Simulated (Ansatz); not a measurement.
Total energies of C5HF7 (`FC1=C(F)C(F)(F)C(F)C1(F)F`).

| atom | x (Å) | y (Å) | z (Å) |
| --- | --- | --- | --- |
| F1 | 1.126 | -1.195 | 2.090 |
| C2 | 0.593 | -0.682 | 1.009 |
| C3 | 0.722 | -1.122 | -0.236 |
| F4 | 1.409 | -2.160 | -0.644 |
| C5 | -0.046 | -0.287 | -1.208 |
| F6 | 0.717 | 0.061 | -2.269 |
| F7 | -1.117 | -0.940 | -1.694 |
| C8 | -0.462 | 0.946 | -0.381 |
| F9 | -1.724 | 1.343 | -0.652 |
| C10 | -0.283 | 0.524 | 1.090 |
| F11 | -1.465 | 0.248 | 1.672 |
| F12 | 0.294 | 1.504 | 1.821 |
| H13 | 0.236 | 1.759 | -0.597 |

Charge 0, multiplicity 1. All single points use the PBE0-D4/def2-TZVP geometry. Basis def2-TZVPP, Ansatz.

RPA on PBE orbitals: Hartree–Fock energy of these orbitals -886.16838 Eh, correlation -3.73808 Eh (frozen core).

```json
{"functional": "LDA (SPW92)", "energy without D4 (Eh)": "-884.26435", "D4 term (kJ/mol)": "–"}
{"functional": "PBE", "energy without D4 (Eh)": "-889.49142", "D4 term (kJ/mol)": "-35.4"}
{"functional": "BLYP", "energy without D4 (Eh)": "-890.25050", "D4 term (kJ/mol)": "-78.3"}
{"functional": "PBE0", "energy without D4 (Eh)": "-889.49247", "D4 term (kJ/mol)": "-29.8"}
{"functional": "r2SCANh", "energy without D4 (Eh)": "-889.93693", "D4 term (kJ/mol)": "-9.7"}
{"functional": "r2SCAN0", "energy without D4 (Eh)": "-889.86593", "D4 term (kJ/mol)": "-10.6"}
{"functional": "HSE06 (plane-wave form)", "energy without D4 (Eh)": "-889.45561", "D4 term (kJ/mol)": "-27.5"}
{"functional": "ωB97X-V", "energy without D4 (Eh)": "-890.09234", "D4 term (kJ/mol)": "–"}
{"functional": "B2PLYP", "energy without D4 (Eh)": "-889.84004", "D4 term (kJ/mol)": "–"}
{"functional": "PBE-QIDH", "energy without D4 (Eh)": "-889.37226", "D4 term (kJ/mol)": "–"}
```

(1) Give the same for revPBE, r2SCAN, B97M-V, B3LYP, BHLYP, CAM-B3LYP, LC-ωPBE, ωB97M-V. (Best estimate.)

B3LYP takes the VWN-RPA correlation (the form of Gaussian; ORCA's B3LYP/G). HSE06 is the plane-wave form, built on full-range PBE exchange. The double hybrids freeze the cores in their second-order part.

## Answers

(1) The calculation gave: 
| functional | energy without D4 (Eh) | D4 term (kJ/mol) |
| --- | --- | --- |
| revPBE | -890.07427 | -116.9 |
| r2SCAN | -889.98651 | -9.3 |
| B97M-V | -890.12945 | – |
| B3LYP | -890.35966 | -56.1 |
| BHLYP | -889.99785 | -38.9 |
| CAM-B3LYP | -890.12309 | -29.8 |
| LC-ωPBE | -889.86349 | – |
| ωB97M-V | -890.16265 | – |

LC-ωPBE has ω = 0.4 bohr⁻¹.
